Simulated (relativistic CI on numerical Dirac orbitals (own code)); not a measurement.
**Spin-allowed bands of a d2 ion in an octahedral site, by hand**

Problem. Take Δ = 13440 cm⁻¹ and B = 640 cm⁻¹ for a d2 ion in an octahedral site. Calculate the three spin-allowed bands.

Working.
1. The terms of highest spin are 3F (energy 0) and 3P (15B = 9600 cm⁻¹). Here the F term splits into A2 at +1.2Δ = 16128, T2 at +0.2Δ = 2688 and T1 at −0.6Δ = -8064 cm⁻¹.
2. The two T1 states mix through the element 0.4Δ: H = [[-8064, 5376], [5376, 9600]], with roots ½(H₁₁ + H₂₂) ∓ ½√[(H₂₂ − H₁₁)² + 4H₁₂²] = ½(1536) ∓ ½(20679) = -9572 and 11108 cm⁻¹.
3. The ground term is 3T1 at -9572 cm⁻¹.
4. Bands: 3T2 12260 cm⁻¹ (816 nm), 3T1(P) 20679 cm⁻¹ (484 nm), 3A2 25700 cm⁻¹ (389 nm).

Check. Exact diagonalisation of the whole d2 shell with these parameters gives 3T2 12260, 3T1 20679, 3A2 25700 cm⁻¹. The match is exact, since without spin-orbit coupling no other term has this spin. The ratio of the second band to the first, 1.687, depends on Δ/B = 21.0 alone, which is how a Tanabe-Sugano diagram is read.
